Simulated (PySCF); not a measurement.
CH6O3Si.
Geometry (PBE0-D3(BJ)/def2-SVP, Å), atoms numbered from 1 in this order:
```
atom  x, y, z in Å
C1     1.6507   -0.0764    0.1249
O2     0.3528    0.4094    0.3303
Si3   -0.9881   -0.1209   -0.4878
O4    -1.4132   -1.6765   -0.1412
O5    -2.2002    0.8895   -0.0015
H6     1.7722   -1.0985    0.5252
H7     2.3653    0.5811    0.6433
H8     1.9253   -0.0966   -0.9462
H9    -0.7198   -0.1098   -1.9443
H10   -1.8450   -1.8100    0.7086
H11   -1.9020    1.7253    0.3697
```

Theory: PySCF, PBE0-D3(BJ)/def2-SVP geometry optimisation, gas phase.

Take the most abundant isotopes and a rigid rotor. The values belong to one conformer with, in the numbering `[CH3:1][O:2][SiH:3]([OH:4])[OH:5]`, C1–O2–Si3–O4 68°, O2–Si3–O4–H 76°, O2–Si3–O5–H 20°.

Task: What are A, B and C (cm⁻¹)?

Result: Ia = 79.53, Ib = 168.84, Ic = 224.69 u·Å²; 505379 MHz·u·Å²/I gives 6354, 2993 and 2249 MHz, that is A = 0.21196, B = 0.09985, C = 0.07503 cm⁻¹.

Task: What kind of rotor is it?

Result: An asymmetric top. Ray's parameter κ = (2B − A − C)/(A − C) = -0.637; −1 is the prolate and +1 the oblate limit.

Task: Is it planar, by Δ = Ic − Ia − Ib?

Result: Not planar: Δ = Ic − Ia − Ib = -23.68 u·Å². For a rigid frame Δ = −2 Σ m c², so Σ m c² = 11.84 u·Å² lies off the ab plane: 6.27 from hydrogen and 5.57 from heavier atoms. The atom farthest from that plane is 1.81 Å away.

Task: Which lines would a microwave search look for?

Result: The dipole components are |μa| = 1.33 D, |μb| = 0.65 D, |μc| = 0.97 D. Intensities carry the squares of the components, which stand as 1.00 : 0.24 : 0.53 (a : b : c). Some lines, for components of 0.1 D or more:

| type | branch | J(Ka,Kc) | MHz | lower level (cm⁻¹) |
| --- | --- | --- | --- | --- |
| a | Q | 3(2,1) ← 3(2,2) | 537 | 1.547 |
| c | Q | 3(1,3) ← 3(0,3) | 1973 | 1.031 |
| c | Q | 2(1,2) ← 2(0,2) | 2727 | 0.521 |
| c | Q | 1(1,1) ← 1(0,1) | 3361 | 0.175 |
| b | Q | 2(1,1) ← 2(0,2) | 4960 | 0.521 |
| a | R | 1(0,1) ← 0(0,0) | 5243 | 0.000 |
| b | Q | 3(1,2) ← 3(0,3) | 6427 | 1.031 |
| b | R | 2(0,2) ← 1(1,1) | 7014 | 0.287 |
| b | R | 1(1,1) ← 0(0,0) | 8604 | 0.000 |
| c | Q | 3(2,2) ← 3(1,2) | 9042 | 1.246 |
| a | R | 2(1,2) ← 1(1,1) | 9741 | 0.287 |
| a | R | 2(1,1) ← 1(1,0) | 11229 | 0.312 |
| b | R | 2(1,2) ← 1(0,1) | 13102 | 0.175 |
| b | Q | 3(2,2) ← 3(1,3) | 13496 | 1.097 |
| c | Q | 3(3,1) ← 3(2,1) | 18193 | 1.565 |
| b | Q | 3(3,0) ← 3(2,1) | 18203 | 1.565 |
| b | R | 2(2,1) ← 1(1,0) | 21312 | 0.312 |
| c | R | 3(1,2) ← 2(0,2) | 21728 | 0.521 |
| c | R | 3(2,1) ← 2(1,1) | 26348 | 0.686 |
| c | R | 3(3,0) ← 2(2,0) | 34358 | 1.026 |

Whether it is a minimum is left open (no frequencies). These are rigid-rotor constants of the computed structure; measured ground-state constants (B0) also hold zero-point vibration. A rigid rotor knows nothing of internal rotation, which can split or shift real lines.
